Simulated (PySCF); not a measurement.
# Relaxation of singlet ZrO2

Level of theory: PBE0/[Zr def2-TZVP with ECP28, O def2-TZVP], scalar-relativistic core potentials, density fitting, no spin–orbit coupling, PySCF. A (50,194) grid was used.

A start displaced from a saddle point along its imaginary mode, of C2v symmetry, held to at least that symmetry:

```xyz
3
charge 0 multiplicity 1, angstrom
Zr    0.0084   -0.0419    0.0000
O    -0.0236    0.1177    1.8465
O    -0.0236    0.1177   -1.8465
```

(1) What forces act on the atoms at the start (eV/Å)?

(2) What does it relax to?

(3) How much energy is released, and in how many steps?

Answers

(1) 
```
atom     Fx     Fy     Fz
 Zr1   0.28  -1.41   0.00
  O2  -0.14   0.71  -0.56
  O3  -0.14   0.71   0.56
```

(2) It ends at C2v with Zr–O 1.762 Å (×2); O–Zr–O 108.0° (after a last refinement on a finer grid). A frequency run shows a minimum. Other isomers or separated fragments may lie lower.

(3) 213.8 kJ/mol in 8 steps.

The relaxation took of the order of 30 core-seconds on a shared host.
